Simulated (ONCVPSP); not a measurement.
## Cu (Z = 29): ONCV pseudisation with PBE, scalar-relativistic reference atom.

The input file (ONCVPSP 4.0.1):

```
# ATOM AND REFERENCE CONFIGURATION
# atsym  z   nc   nv     iexc    psfile
  Cu 29.00    3    4        4      upf
#
#   n    l    f
    1    0    2.00
    2    0    2.00
    2    1    6.00
    3    0    2.00
    3    1    6.00
    3    2   10.00
    4    0    1.00
#
# PSEUDOPOTENTIAL AND OPTIMIZATION
# lmax
    2
#
#   l,   rc,      ep,       ncon, nbas, qcut
    0    1.20    0.00    4    8    9.70
    1    0.75    0.00    4    9   10.60
    2    1.35    0.00    4    9   11.70
#
# LOCAL POTENTIAL
# lloc, lpopt,  rc(5),   dvloc0
    4    5    0.70    4.00
#
# VANDERBILT-KLEINMAN-BYLANDER PROJECTORs
# l, nproj, debl
    0    2    1.90
    1    2    0.90
    2    1    1.90
#
# MODEL CORE CHARGE
# icmod, fcfact, rcfact
    3    5.25    1.15
#
# LOG DERIVATIVE ANALYSIS
# epsh1, epsh2, depsh
   -6.00    5.00    0.04
#
# OUTPUT GRID
# rlmax, drl
    6.00    0.01
#
# TEST CONFIGURATIONS
# ncnf
    4
# nvcnf
#   n    l    f
    4
    3    0    2.00
    3    1    6.00
    3    2   10.00
    4    0    0.00
#
    4
    3    0    2.00
    3    1    6.00
    3    2    9.00
    4    0    0.00
#
    4
    3    0    2.00
    3    1    6.00
    3    2    8.00
    4    0    0.00
#
    4
    3    0    2.00
    3    1    6.00
    3    2    7.00
    4    0    0.00
#
```

Command:

```bash
oncvpsp.x < Cu.dat > Cu.out
```

Resulting log (shortened: citation, most of the input echo, consistency checks and plot data are left out):

```
ONCVPSP  (Optimized Norm-Conservinng Vanderbilt PSeudopotential)
scalar-relativistic version 4.0.1

#   n    l    f        energy (Ha)
    1    0    2.00    -3.2527452E+02
    2    0    2.00    -3.9045224E+01
    2    1    6.00    -3.3698282E+01
    3    0    2.00    -4.2152924E+00
    3    1    6.00    -2.6512387E+00
    3    2   10.00    -1.8516466E-01
    4    0    1.00    -1.6941097E-01

Reference configufation results
  iterations    31
  all-electron total energy (Ha)   -1.65484922D+03

Begin loop to  construct optimized pseudo wave functions
and semi-local pseudopoentials for all angular momenta

Calculating optimized projector #   1

 for l=   0

    Fraction of norm inside rc  0.947280
    Optimizing pswf for qcut=   9.70 a_B^-1,  ecut=  47.08 Ha
    Residual kinetic energy error=  9.33D-06 Ha

    Energy error per electron        Cutoff
         Ha          eV             Ha
         0.01000     0.27211       20.76
         0.00100     0.02721       33.32
         0.00010     0.00272       40.45
         0.00001     0.00027       47.89

Calculating optimized projector #   2

 for l=   0

    Fraction of norm inside rc  0.030940
    Optimizing pswf for qcut=   9.70 a_B^-1,  ecut=  47.08 Ha
    Residual kinetic energy error=  5.57D-06 Ha

    Energy error per electron        Cutoff
         Ha          eV             Ha
         0.01000     0.27211        8.81
         0.00100     0.02721       26.44
         0.00010     0.00272       37.36
         0.00001     0.00027       45.03

WARNING wellstate: negative energy specified for n= 4 l=  1
WARNING scattering state with energy  0.25000000
WARNING will be used for the first projector

   Wellstate for l =  1  n =  4
     eigenvalue =   0.2500
     asymptotic potential =   0.7500
     half-point radius =  3.6253

Calculating optimized projector #   1

 for l=   1

    Fraction of norm inside rc  0.561311
    Optimizing pswf for qcut=  10.57 a_B^-1,  ecut=  55.91 Ha
    Residual kinetic energy error=  9.48D-04 Ha

    Energy error per electron        Cutoff
         Ha          eV             Ha
         0.01000     0.27211       33.68
         0.00100     0.02721       48.67
         0.00010     0.00272      421.64
         0.00001     0.00027      501.39

Calculating optimized projector #   2

 for l=   1

    Fraction of norm inside rc  0.029806
    Optimizing pswf for qcut=  10.57 a_B^-1,  ecut=  55.91 Ha
    Residual kinetic energy error=  7.20D-05 Ha

    Energy error per electron        Cutoff
         Ha          eV             Ha
         0.01000     0.27211       24.64
         0.00100     0.02721       34.30
         0.00010     0.00272       44.48
         0.00001     0.00027      258.04

Calculating optimized projector #   1

 for l=   2

    Fraction of norm inside rc  0.767557
    Optimizing pswf for qcut=  11.71 a_B^-1,  ecut=  68.52 Ha
    Residual kinetic energy error=  1.82D-05 Ha

    Energy error per electron        Cutoff
         Ha          eV             Ha
         0.01000     0.27211       46.68
         0.00100     0.02721       54.99
         0.00010     0.00272       61.57
         0.00001     0.00027      189.12

Construct Vanderbilt / Kleinmman-Bylander projectors

B matrix Hermiticity error, ll=   0
   1   2    4.2019E-04

  Orthonormal projector coefficients  1.7510E+01  2.8182E+00

B matrix Hermiticity error, ll=   1
   1   2    3.5257E-04

  Orthonormal projector coefficients  1.1726E+01  3.6747E+00

Model core correction analysis
  based on d2Exc/dn_idn_j

d2excae - all-electron derivatives

   -4.338144D-02   -4.014180D-02   -2.757816D-02   -1.541291D-03
   -4.014198D-02   -3.848482D-02   -2.725529D-02   -1.864240D-03
   -2.757852D-02   -2.725551D-02   -2.460790D-02   -7.274296D-03
   -1.541147D-03   -1.863896D-03   -7.272240D-03   -3.482237D-02

d2excps - pseudofunction derivatives with no core correction

   -5.431335D-02   -4.192272D-02   -2.756274D-02   -2.263753D-03
   -4.192483D-02   -3.983192D-02   -2.886439D-02   -2.011479D-03
   -2.756313D-02   -2.886456D-02   -2.567005D-02   -7.153027D-03
   -2.263998D-03   -2.011144D-03   -7.150970D-03   -3.485363D-02

rms 2nd derivative error    2.905776E-03

rmatch, rhocmatch    0.3628   63.5125

Teter function model core charge with specified parameters

d2excps - pseudofunction derivatives with core correction

   -4.231900D-02   -3.940329D-02   -2.745043D-02   -1.645880D-03
   -3.940335D-02   -3.881173D-02   -2.876608D-02   -1.883279D-03
   -2.745061D-02   -2.876625D-02   -2.567227D-02   -7.146818D-03
   -1.645738D-03   -1.882938D-03   -7.144761D-03   -3.482180D-02

rms 2nd derivative error    7.120445E-04

Pseudoatom total energy -192.676617

Diagnostic tests using Vanderbilt-Kleinman-Bylander pseudopotentials
  1 or more projectors used as specified by nproj input data

   l    rcore       rmatch      e in        delta e   norm test  slope test

   0   1.2000741   1.2365110  -4.2152924   0.0000076   1.0002354   1.0002183
   0   1.2000741   1.2365110  -0.1694110   0.0000054   1.0000503   1.0000407

   1   0.7526024   0.7754530  -2.6512387  -0.0000771   1.0002240   1.0003212
   1   0.7526024   0.7754530   0.2500000   0.0000609   1.0005170   1.0005170

   2   1.3525947   1.3936624  -0.1851647  -0.0000026   0.9999996   1.0000077

 Testing for bound ghosts
   n   l    E NL Schr. Eq   E Basis Diag.   E Cutoff

   1   0       -4.215285       -4.215280    183.39
   2   0       -0.169406        0.035323    183.39

   2   1       -2.651316       -2.642227    696.30

   3   2       -0.185167       -0.180066    188.36

 Testing for highly-localized positive-energy ghosts
       l    <radius>/rc     E Basis Diag.   E Cutoff

Test configuration 0

   n   l     f        eae           eps        diff
   1   0  2.0000 -325.27451999
   2   0  2.0000  -39.04522397
   2   1  6.0000  -33.69828223
   3   0  2.0000   -4.21529237   -4.21528476    7.61D-06
   3   1  6.0000   -2.65123870   -2.65131575   -7.71D-05
   3   2 10.0000   -0.18516466   -0.18516731   -2.65D-06
   4   0  1.0000   -0.16941097   -0.16940556    5.41D-06

    Total energies and differences
      AE_ref= -1.65484922D+03  AE_tst= -1.65484922D+03  dif=  0.00D+00
      PS_ref= -1.92676617D+02  PS_tst= -1.92676617D+02  dif= -8.81D-13
      PSP excitation error=  8.81D-13

Test configuration 1

   n   l     f        eae           eps        diff
   1   0  2.0000 -325.59186900
   2   0  2.0000  -39.35290449
   2   1  6.0000  -34.00678728
   3   0  2.0000   -4.53200588   -4.53159009    4.16D-04
   3   1  6.0000   -2.96913099   -2.96849411    6.37D-04
   3   2 10.0000   -0.50194273   -0.50198640   -4.37D-05

    Total energies and differences
      AE_ref= -1.65484922D+03  AE_tst= -1.65454971D+03  dif=  3.00D-01
      PS_ref= -1.92676617D+02  PS_tst= -1.92377259D+02  dif=  2.99D-01
      PSP excitation error=  1.55D-04

Test configuration 2

   n   l     f        eae           eps        diff
   1   0  2.0000 -326.21755518
   2   0  2.0000  -39.99094519
   2   1  6.0000  -34.64342349
   3   0  2.0000   -5.15541721   -5.15784072   -2.42D-03
   3   1  6.0000   -3.58743895   -3.58957462   -2.14D-03
   3   2  9.0000   -1.08881248   -1.08966646   -8.54D-04

    Total energies and differences
      AE_ref= -1.65484922D+03  AE_tst= -1.65376575D+03  dif=  1.08D+00
      PS_ref= -1.92676617D+02  PS_tst= -1.91592748D+02  dif=  1.08D+00
      PSP excitation error= -4.01D-04

Test configuration 3

psatom: WARNING lschvkbb convergence error n,l,iter=   3   2   3
ea(ii),et,emin,emax -1.851673E-01 -2.036840E-01 -2.036840E-01 -2.036840E-01
run_config: WARNING for fully non-local PS atom, stg. 1
 WARNING no output for configuration 4

Test configuration 4

psatom: WARNING lschvkbb convergence error n,l,iter=   3   2   3
ea(ii),et,emin,emax -1.851673E-01 -2.036840E-01 -2.036840E-01 -2.036840E-01
run_config: WARNING for fully non-local PS atom, stg. 1
 WARNING no output for configuration 5
```

The run took about 2.4 s on one core of a shared server CPU.
